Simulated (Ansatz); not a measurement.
C10H24GeO3⁺, that is GeMe(OiPr)3 with one electron fewer, relaxed as a doublet with UKS r2SCAN-D4/def2-SVP in Ansatz, starting from the r2SCAN-D4/def2-SVP geometry of the neutral singlet. Force threshold 0.03 eV/Å.

Start:

```xyz
38

Ge    0.5139    0.5553   -0.8209
C     1.2102    0.9161   -2.5817
H     0.3939    0.9902   -3.3143
H     1.9042    0.1197   -2.8864
H     1.7563    1.8696   -2.5539
O     1.9127    0.2271    0.2144
C     1.7997    0.2421    1.6437
C     3.1762    0.5712    2.1944
C     1.2714   -1.0943    2.1463
H     1.0926    1.0433    1.9380
H     3.9001   -0.1994    1.8836
H     3.1605    0.6150    3.2948
H     3.5209    1.5420    1.8083
H     0.2839   -1.3106    1.7098
H     1.9587   -1.9063    1.8565
H     1.1751   -1.0927    3.2441
O    -0.6774   -0.7769   -0.7998
C    -0.5298   -1.9124   -1.6537
C    -1.8708   -2.6250   -1.6801
C     0.6000   -2.8141   -1.1725
H    -0.2941   -1.5704   -2.6852
H    -2.1330   -2.9637   -0.6650
H    -1.8414   -3.5012   -2.3464
H    -2.6606   -1.9427   -2.0282
H     1.5530   -2.2635   -1.1151
H     0.3756   -3.1959   -0.1636
H     0.7351   -3.6729   -1.8494
O    -0.3536    1.9110   -0.0869
C    -1.7735    1.9259    0.1131
C    -2.1993    3.3841    0.1201
C    -2.1292    1.2021    1.4037
H    -2.2715    1.4025   -0.7278
H    -1.6942    3.9174    0.9415
H    -3.2882    3.4770    0.2574
H    -1.9202    3.8719   -0.8261
H    -1.8216    0.1473    1.3442
H    -1.6198    1.6782    2.2578
H    -3.2159    1.2330    1.5854
```

Question: Estimate the energy that the relaxation releases and the steps that it takes.

Answer: 0.25 eV, in 47 steps; 3.9 min on 2 threads of AMD EPYC 7R13 on a shared host and a share (18 GiB) of an NVIDIA H100 80GB HBM3. The force fell under the threshold at step 38, but the optimiser went on and released 0.006 eV more. No frequencies were taken in this run, so the end may be a saddle point.

Question: Does the start keep its bonding and symmetry?

Answer: By distances, no bond broke or formed. The bond that changes most is Ge1–O6, from 1.77 to 1.81 Å (atoms count from 1).

Question: Predict the relaxed structure.

Answer: 
Cartesian coordinates in Å:
```
Ge 0.289 0.492 -0.679
C 0.648 0.887 -2.516
H -0.272 0.831 -3.116
H 1.388 0.171 -2.903
H 1.062 1.904 -2.586
O 1.807 0.060 0.204
C 1.941 0.128 1.621
C 3.219 0.948 1.880
C 2.054 -1.290 2.168
H 1.072 0.657 2.049
H 4.092 0.457 1.427
H 3.361 1.010 2.970
H 3.113 1.962 1.470
H 1.124 -1.836 1.950
H 2.902 -1.823 1.713
H 2.203 -1.247 3.257
O -0.451 -1.126 -0.335
C -0.532 -2.205 -1.262
C -1.892 -2.867 -1.051
C 0.626 -3.170 -0.990
H -0.452 -1.815 -2.296
H -1.981 -3.242 -0.021
H -1.987 -3.714 -1.748
H -2.705 -2.153 -1.243
H 1.591 -2.652 -1.098
H 0.551 -3.580 0.027
H 0.579 -3.999 -1.712
O -0.513 1.611 0.392
C -1.600 2.486 -0.010
C -1.937 3.336 1.195
C -2.773 1.655 -0.509
H -1.231 3.134 -0.831
H -2.296 2.703 2.022
H -2.724 4.061 0.941
H -1.051 3.891 1.537
H -2.498 1.061 -1.399
H -3.113 0.967 0.281
H -3.613 2.304 -0.797
```
Bond lengths: 6 × C–C 1.51 to 1.54 Å; 3 × Ge–O 1.74 to 1.81 Å; 3 × C–O 1.42 to 1.45 Å; 1 × C–Ge 1.91 Å; 24 × C–H 1.10 to 1.11 Å.
